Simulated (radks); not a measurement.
Q: These are the eigenvalues of the occupied orbitals of an atom or ion with whole-number occupations (hartree). Calculated with a radial shooting solver on a logarithmic mesh with Libxc functionals: Dirac Kohn-Sham, PBE, spin-unpolarised, spherical densities, point nucleus.

| orbital | eigenvalue |
|---|---|
| 1s1/2 | -449.4719 |
| 2s1/2 | -73.73594 |
| 2p1/2 | -67.96618 |
| 2p3/2 | -66.61575 |
| 3s1/2 | -23.06484 |
| 3p1/2 | -21.11813 |
| 3p3/2 | -20.85619 |

Which element is it, and in what charge state? The configuration may be excited. Open shells, if any, are shared by 2j + 1.

A: Z = 33, arsenic, charge +15: As15+ in [Ar]. The list shows which subshells hold electrons but not how many an open one holds; the 1s level, -449.47 hartree, gives Z - s = 30.0 by -(Z - s)^2/2, which with screening and relativity narrows Z to a few neighbours, and the depths of the outer levels then fix element, charge and occupations together.
